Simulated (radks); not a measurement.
Q: Ionisation ladder of nickel, from Ni I to Ni VI. Each ion is in the ground configuration listed by NIST, and IE = E(next ion) - E(this ion). Method: scalar-relativistic Kohn-Sham, LDA (Slater exchange, Perdew-Wang correlation), spin-polarised, spherical densities, point nucleus; open shells are filled with parallel spins first; computed with a radial shooting solver on a logarithmic mesh with Libxc functionals.

| species | configuration | IE, Delta-SCF (eV) | -e(HOMO) (eV) | HOMO |
|---|---|---|---|---|
| Ni I | [Ar] 3d8 4s2 | ? | 5.683 | 4s down |
| Ni II | [Ar] 3d9 | 19.942 | 12.839 | 3d down |
| Ni III | [Ar] 3d8 | ? | 27.627 | 3d down |
| Ni IV | [Ar] 3d7 | 55.496 | 45.502 | 3d down |
| Ni V | [Ar] 3d6 | 76.953 | 65.879 | 3d down |
| Ni VI | [Ar] 3d5 | ? | 95.091 | 3d up |

Estimate the withheld Delta-SCF values.

A: Ni I: 7.272 eV (NIST 7.640); Ni III: 36.333 eV (NIST 35.19); Ni VI: 107.79 eV (NIST 108).
